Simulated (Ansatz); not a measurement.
A single point on CH₅FOSiTe (`O[SiH2]C(F)[TeH]`).

```yaml
crystal:
  periodic: [false, false, false]
  atoms:
    - {symbol: O, position_ang: [1.378953, 1.448665, 0.326579]}
    - {symbol: Si, position_ang: [1.214834, -0.088161, -0.227170]}
    - {symbol: C, position_ang: [-0.498483, -0.738859, 0.254388]}
    - {symbol: F, position_ang: [-0.627246, -2.092608, 0.009510]}
    - {symbol: Te, position_ang: [-1.955533, 0.411513, -0.848956]}
    - {symbol: H, position_ang: [0.706243, 2.072029, 0.039651]}
    - {symbol: H, position_ang: [2.279315, -0.887365, 0.420067]}
    - {symbol: H, position_ang: [1.309882, -0.184978, -1.709607]}
    - {symbol: H, position_ang: [-0.726113, -0.551027, 1.307032]}
    - {symbol: H, position_ang: [-2.998853, 0.559591, 0.431607]}
basis:
  gaussian: {orbitals: def2-QZVPP}
correlation: {method: mp2}
```

```sh
$ ansatz run in.yaml --threads 4 --pin off --events-out ev --progress --plain --max-ram 10444MiB
```

Output, abridged:

```
Functional definition: HF
2870 factors; integrals over basis functions are off by at most 1.0e-3 eV
mean field evaluation 1: about -20980.2431 eV, gradient 4.2e1 eV
mean field evaluation 2: about -20980.4022 eV, gradient 4.2e1 eV
mean field evaluation 4: about -20984.3537 eV, gradient 3.9e0 eV
mean field evaluation 8: about -20984.4309 eV, gradient 4.1e-1 eV
mean field evaluation 16: about -20984.4318 eV, gradient 1.4e-6 eV
mean field -20984.43177732 eV, -771.1636440578 hartree, gradient 1.4e-6 eV, S^2 0.000000; 0 other end points of the search recorded, 0 dependent functions left out
12 core orbitals not correlated: weight in the atoms' cores, before any rotation towards them, 1.000 or more for the frozen orbitals, at most 0.000 for the correlated occupied ones
reference -20984.43177732 eV, -771.1636440578 hartree; 21, 21 occupied and 440, 440 virtual orbitals, 2870 factors
second order -40.18525554 eV of doubles, -0.00000000 eV of singles
Total energy: -21024.61703287 eV, -772.6404249605 hartree
```

Hardware: 4 threads of an AMD EPYC 9R45 on a shared host. Wall time 15 s, peak host memory 3 GiB.
